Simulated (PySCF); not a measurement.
C7H6BF3O.
Numbering: `[BH2:1][c:2]1[cH:3][cH:4][c:5]([O:6][C:7]([F:8])([F:9])[F:10])[cH:11][cH:12]1` (hydrogens: H13, H14 on B1; H15 on C3; H16 on C4; H17 on C11; H18 on C12)

Theory: PySCF 2.14.0, PBE0-D3(BJ)/def2-SVP geometry optimisation, gas phase.

Problem. List the bond lengths, angles and torsions at this level.

Solution. 
```json
{"bond": "B1–C2", "length (Å)": "1.537"}
{"bond": "C2–C3, C2–C12", "length (Å)": "1.410"}
{"bond": "C3–C4, C11–C12", "length (Å)": "1.388"}
{"bond": "C4–C5, C5–C11", "length (Å)": "1.397"}
{"bond": "C5–O6", "length (Å)": "1.373"}
{"bond": "O6–C7", "length (Å)": "1.349"}
{"bond": "C7–F8", "length (Å)": "1.316"}
{"bond": "C7–F9, C7–F10", "length (Å)": "1.331"}
{"bond": "B1–H13, B1–H14", "length (Å)": "1.210"}
{"bond": "C3–H15, C12–H18", "length (Å)": "1.093"}
{"bond": "C4–H16, C11–H17", "length (Å)": "1.090"}
```

Bonds in one row agree within 0.01 Å and their mean is given. A selection of angles:
```json
{"angle": "C2–B1–H13", "degrees": "120.2"}
{"angle": "H13–B1–H14", "degrees": "119.5"}
{"angle": "B1–C2–C3", "degrees": "121.5"}
{"angle": "C3–C2–C12", "degrees": "117.1"}
{"angle": "C2–C3–C4", "degrees": "121.6"}
{"angle": "C2–C3–H15", "degrees": "119.1"}
{"angle": "C4–C3–H15", "degrees": "119.2"}
{"angle": "C3–C4–C5", "degrees": "119.3"}
{"angle": "C3–C4–H16", "degrees": "122.1"}
{"angle": "C5–C4–H16", "degrees": "118.6"}
{"angle": "C4–C5–O6", "degrees": "114.4"}
{"angle": "C4–C5–C11", "degrees": "121.1"}
{"angle": "O6–C5–C11", "degrees": "124.4"}
{"angle": "C5–O6–C7", "degrees": "122.6"}
{"angle": "O6–C7–F8", "degrees": "107.4"}
{"angle": "O6–C7–F9", "degrees": "112.2"}
{"angle": "F8–C7–F9", "degrees": "108.6"}
{"angle": "F9–C7–F10", "degrees": "107.6"}
{"angle": "C5–C11–C12", "degrees": "118.4"}
{"angle": "C5–C11–H17", "degrees": "121.4"}
{"angle": "C12–C11–H17", "degrees": "120.2"}
```

Torsions: C4–C5–O6–C7 -173° (antiperiplanar); C5–O6–C7–F8 176° (antiperiplanar). The mirror-image conformer, all signs reversed, is as good.

Of the pairs four or more bonds apart, C7···H17 is among the closest relative to their van der Waals radii: 2.65 Å, 91 % of the sum of Bondi's values. O6 (aryl ether oxygen) is bent (angle 122.6°). The C–O distances run from 1.349 Å (O6–C7, drawn single) to 1.373 Å (C5–O6, drawn single), a spread of 0.024 Å. The 6 C–C bonds span 1.386 Å (C3–C4, aromatic) to 1.411 Å (C2–C3, aromatic), a spread of 0.025 Å. The 6-membered ring C2–C3–C4–C5–C11–C12 has internal angles of 117.1° to 122.4°; it is planar, 0.00 Å rms from its mean plane, widest ring torsion 0°. B1 (three-coordinate boron) is planar (angles 120.3°, 120.2° and 119.5°, sum 360.0°, 0.00 Å off the plane of its three neighbours).

Point group: near Cs, missed by 0.21 Å at most; the miss may be what the optimiser left on a soft mode. Not checked by PBE0-D3(BJ)/def2-SVP frequencies. The numbers are those of one conformer.
